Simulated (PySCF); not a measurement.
This PySCF input asks for the NMR shieldings of `InChI=1S/C3H8ClPSi2/c1-2-3-6-5-7-4/h5H,6-7H2,1H3`; the geometry comes from GFN2-xTB.

```python
import basis_set_exchange as bse
import numpy as np
from pyscf import gto, dft
from pyscf.prop import nmr

atoms = """
C     3.836098   -0.019655   -0.265854
C     2.438165    0.323338   -0.383043
C     1.273457    0.621131   -0.480999
Si   -0.521168    1.008950   -0.625432
P    -1.577307   -0.939801   -1.036904
Si   -3.426993   -0.745661    0.185964
Cl   -4.671816    0.505056   -0.787061
H     4.155467    0.067142    0.772556
H     4.436241    0.653084   -0.878024
H     3.996089   -1.043949   -0.601871
H    -0.782932    1.871121   -1.780733
H    -0.956839    1.641675    0.629709
H    -0.907345   -1.677965   -0.081905
H    -4.060664   -2.058888    0.274876
H    -3.234867   -0.197588    1.531153
"""
names = dict.fromkeys(["C", "Si", "P", "Cl", "H"], "pcSseg-1")
basis = {el: gto.basis.parse(bse.get_basis(n, elements=[el], fmt="nwchem")) for el, n in names.items()}
mol = gto.M(atom=atoms, basis=basis, charge=0, verbose=0)
mf = dft.RKS(mol, xc="PBE0")
mf.grids.level = 2
mf.grids.alignment = dft.numint.BLKSIZE   # the property module wants whole blocks of grid points
mf.conv_tol = 1e-9
mf.kernel()

calc = nmr.RKS(mf)   # GIAO
C = mf.mo_coeff
Co = C[:, mf.mo_occ > 0]
resp = mf.gen_response(singlet=True, hermi=2)
def vind(x):   # induced exchange potential for any number of trial vectors
    d = np.einsum("pi,xij,qj->xpq", C, 2 * x.reshape(-1, C.shape[1], Co.shape[1]), Co, optimize=True)
    return np.einsum("xpq,pi,qj->xij", resp(d - d.transpose(0, 2, 1)), C, Co, optimize=True).ravel()
mo1, _ = nmr.rhf.solve_mo1(calc, with_cphf=vind)
sigma = calc.kernel(mo1)
for i, s in enumerate(sigma):   # ppm
    w = np.linalg.eigvalsh((s + s.T) / 2)
    print("%2d %-2s iso %8.1f  s11 %8.1f  s22 %8.1f  s33 %8.1f" % (i, mol.atom_pure_symbol(i), w.mean(), *w))
```

Question: What are the results?

Answer: 
```
 0 C  iso    180.7  s11    172.0  s22    172.2  s33    197.7
 1 C  iso     68.0  s11    -26.1  s22    -25.6  s33    255.7
 2 C  iso    107.3  s11     21.9  s22     29.2  s33    270.9
 3 Si iso    419.1  s11    393.8  s22    418.7  s33    444.6
 4 P  iso    613.3  s11    519.9  s22    600.9  s33    719.1
 5 Si iso    356.7  s11    307.2  s22    356.1  s33    406.7
 6 Cl iso   1013.9  s11    958.9  s22   1019.2  s33   1063.7
 7 H  iso     29.6  s11     24.6  s22     27.9  s33     36.3
 8 H  iso     29.6  s11     24.5  s22     27.7  s33     36.5
 9 H  iso     29.6  s11     24.4  s22     28.3  s33     36.1
10 H  iso     26.9  s11     22.8  s22     25.9  s33     32.1
11 H  iso     26.8  s11     22.4  s22     26.6  s33     31.2
12 H  iso     31.2  s11     24.9  s22     28.6  s33     40.1
13 H  iso     26.2  s11     21.7  s22     24.7  s33     32.0
14 H  iso     26.0  s11     21.5  s22     25.2  s33     31.1
```

These numbers come from an equivalent density-fitted implementation of the same equations, which agrees with the script to about 0.01 ppm for H and up to a few tenths of a ppm for heavy atoms, so last digits may differ.

Size and cost of the density-fitted run: 187 basis functions, 55 s wall time on 1 thread of an Arm Neoverse N1, shared host; peak memory 0.83 GiB.
